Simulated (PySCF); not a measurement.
Which level of theory gave which numbers?

Species: borazine, B3H6N3.
SMILES: `B1NBNBN1`

The closed-shell ground state was solved 3 times with PySCF (density fitting, gas phase), always in the def2-SVPD basis (168 functions), with these functionals: CAM-B3LYP, LC-wPBE and wB97X-D. Geometry: PBE0-D3(BJ)/def2-SVP; no solvent, vibrations or thermal averaging.

```json
{"row": "P", "total energy (Eh)": "-242.3409", "HOMO (eV)": "-10.98", "LUMO (eV)": "1.89"}
{"row": "Q", "total energy (Eh)": "-242.4329", "HOMO (eV)": "-10.08", "LUMO (eV)": "1.89"}
{"row": "R", "total energy (Eh)": "-242.3877", "HOMO (eV)": "-9.57", "LUMO (eV)": "0.98"}
```

Problem. Which functional belongs to which row?

Solution. P = LC-wPBE, Q = wB97X-D, R = CAM-B3LYP. By rising HOMO–LUMO gap: CAM-B3LYP (range-separated hybrid) 10.55 eV; wB97X-D (range-separated hybrid) 11.97 eV; LC-wPBE (range-separated hybrid) 12.87 eV. Total energies of different functionals aren't bounds to one another; each is stationary for its own functional.

Note: wB97X-D ran without an empirical dispersion term, which enters the total energy and its gradient alone.
